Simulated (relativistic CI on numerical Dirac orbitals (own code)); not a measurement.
Sensitivity of the levels of Ho IV to α and to the nuclear radius

Computed by Dirac-Coulomb-Breit CI, separate exchange-only KLI orbitals for each configuration, valence Slater integrals scaled by 0.85, P86 correlation energy added to each configuration, derivatives by finite differences, QED left out (own radial code, finite nucleus).

CI space (outside the closed core [Kr] 4d10 5s2): 4f¹⁰5p⁶, 4f⁹5p⁶6s, 4f¹²5p⁴. The list is cut by size and lacks configurations that can hold low levels.

With x = (α/α₀)² − 1 an excitation energy changes as ω = ω₀ + qx; K = 2q/ω₀ is the relative enhancement. Terms are leading LS components, so labels can repeat. The field-shift factor is F = δν/δ⟨r²⟩ for the transition from the lowest level.

Lowest level 4f¹⁰5p⁶ ⁵I8.

```
      Level  ω₀ (cm⁻¹)  q (cm⁻¹)  F (GHz/fm²)
4f¹⁰5p⁶ ⁵I7     5036.7      5099        0.245
4f¹⁰5p⁶ ⁵I6     8532.1      7662        0.394
4f¹⁰5p⁶ ⁵I5    11082.0      9008        0.491
4f¹⁰5p⁶ ⁵I4    13115.5     10510        0.579
4f¹⁰5p⁶ ⁵F5    17158.7     474.8        0.434
4f¹⁰5p⁶ ⁵S2    19827.2     991.2        0.516
4f¹⁰5p⁶ ³K8    19979.1      1720        0.548
4f¹⁰5p⁶ ⁵F4    20458.7      3926        0.594
4f¹⁰5p⁶ ⁵F3    22430.5      5672        0.685
4f¹⁰5p⁶ ⁵F2    22630.9      4177        0.659
4f¹⁰5p⁶ ⁵F1    23906.3      5752        0.728
4f¹⁰5p⁶ ⁵G6    24097.4      1001        0.628
4f¹⁰5p⁶ ³K7    24749.5      5978        0.767
```

For a near-neutral ion this model can misplace configurations by up to about 10,000 cm⁻¹ (more where the count of f electrons changes) and terms by 10 to 25 % of their spread. Rates follow the energies as ν³ (E1, M1) or ν⁵ (E2), so they and the lifetimes can be off by large factors. The fine structure of a lone outer electron comes out too small, for d and f at times inverted, and misplaced configurations move strength between like terms.

Which transition from the lowest level has the largest |K|?

4f¹⁰5p⁶ ⁵I7 at 5036.7 cm⁻¹, K = 2.02.
